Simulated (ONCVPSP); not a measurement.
**Before and after: ONCV potential for selenium (Se)**

```
Element                 : Se (Z = 34)
Generator               : ONCVPSP 4.0.1
Type                    : optimised norm-conserving Vanderbilt (ONCV)
Functional              : PBE
Relativity              : scalar-relativistic
Frozen core             : [Ar] 3d10
Valence charge          : 6
Reference configuration : 4s1.5 4p4.5
Partial waves           : 4s: rc 1.35 bohr, ncon 4, nbas 7, qcut 5.7 1/bohr, 2 projectors, debl 0.7 Ha; 4p: rc 1.55 bohr, ncon 5, nbas 9, qcut 5.2 1/bohr, 2 projectors, debl 1.3 Ha
Local potential         : polynomial inside 0.85 bohr (lpopt 5, dvloc0 0 Ha)
Core correction         : Teter function, fcfact 4.5, rcfact 1.8
```

All-electron outer shells of the reference configuration (PBE, scalar-relativistic, ld1.x):

```csv
shell,level (eV),outermost node (bohr),outermost maximum (bohr)
3p,-153.80,0.21,0.50
3d,-53.93,–,0.45
4s,-17.71,0.70,1.51
4p,-6.82,0.74,1.80
```

Change: core correction Teter function, fcfact 1.4, rcfact 1.8.

Cutoffs: the cutoffs (Ha) at which the residual kinetic energy of the hardest occupied pseudo-wave falls to 1 and 0.1 mHa per electron; they do not see the model core or the augmentation charge, which bear on the density cutoff. Errors are all-electron minus pseudo energies relative to the spin-unpolarised reference configuration.

Task: Predict the effect on cutoff, ghosts and configuration errors.

Result: The potential gets neither clearly harder nor softer (12 Ha and 56 Ha → 12 Ha and 56 Ha); both files keep a bound ghost (s); of the 4 tests that both files solve, the error grows in 0 and shrinks in 4 by more than 15 % and 0.3 meV (median size 39.0 → 15.9 meV). A model core, the more so a compact one, raises the density cutoff, which this test does not measure.

| quantity | base | changed |
| --- | --- | --- |
| cutoff, loose | 12 Ha | 12 Ha |
| cutoff, tight | 56 Ha | 56 Ha |
| bound ghosts | s | s |
| GHOST(+) flags under 300 eV | p at 89.6 eV | p at 89.6 eV |
| error for 4s2 4p4, meV [ΔE -5.41 eV] | -2.2 | -0.5 |
| error for 4s2 4p3, meV [ΔE 5.43 eV] | -41 | -16 |
| error for 4s2 4p2, meV [ΔE 25.78 eV] | -216 | -90 |
| error for 4s1 4p4, meV [ΔE 16.97 eV] | -37 | -16 |
| s: phases at 1.37 bohr within 0.05 rad from the reference energy up to (Ha; the scan ends near 5) | to the end of the scan | to the end of the scan |
| p: phases at 1.57 bohr within 0.05 rad from the reference energy up to (Ha; the scan ends near 5) | 3.0 | 3.0 |
| rms error of d²Exc/dni dnj with the model core, mHa | 6.46 | 1.23 |

Base: The cutoffs count occupied waves only; projector 2 of the p channel, the hardest unoccupied one, needs 75 Ha at the loose tolerance. Changed file: The cutoffs count occupied waves only; projector 2 of the p channel, the hardest unoccupied one, needs 75 Ha at the loose tolerance. A true bound ghost makes a file unfit for plane-wave use even where its test errors are small: the radial tests pick states by their node count and pass the ghost by.
